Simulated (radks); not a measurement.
The numbers below are computed, except where a source is named.
Effect of the nuclear size on neutral gallium, [Ar] 3d10 4s2 4p1. Level of theory: Dirac Kohn-Sham, LDA (Slater exchange, Perdew-Wang correlation), spin-unpolarised, spherical densities, finite nucleus; open shells fill j = l - 1/2 first; Fermi nuclear charge, rms radius 3.9973 fm (a radial shooting solver on a logarithmic mesh with Libxc functionals). The rms radius is varied about that value; shifts are against it.

| rms radius (fm) | total energy shift (eV) | density at nucleus (e/bohr^3) | 1s1/2 shift (meV) | 2s1/2 shift (meV) | 3s1/2 shift (meV) |
|---|---|---|---|---|---|
| 3.3298 | -0.0861 | 2.841e+04 | -36.6 | -3.53 | -0.520 |
| 3.8294 | -0.0230 | 2.818e+04 | -9.80 | -0.944 | -0.139 |
| 3.9973 | 0 | 2.81e+04 | 0.000 | 0.000 | 0.000 |
| 4.3331 | 0.0489 | 2.797e+04 | 20.8 | 2.00 | 0.295 |
| 4.5849 | 0.0880 | 2.788e+04 | 37.4 | 3.60 | 0.531 |

Slopes of the eigenvalues against <r^2> in GHz/fm^2, as finite differences over the two radii next to the reference (eigenvalue slopes, not the field-shift constants of lines): 1s1/2 1800, 2s1/2 173, 3s1/2 25.5.
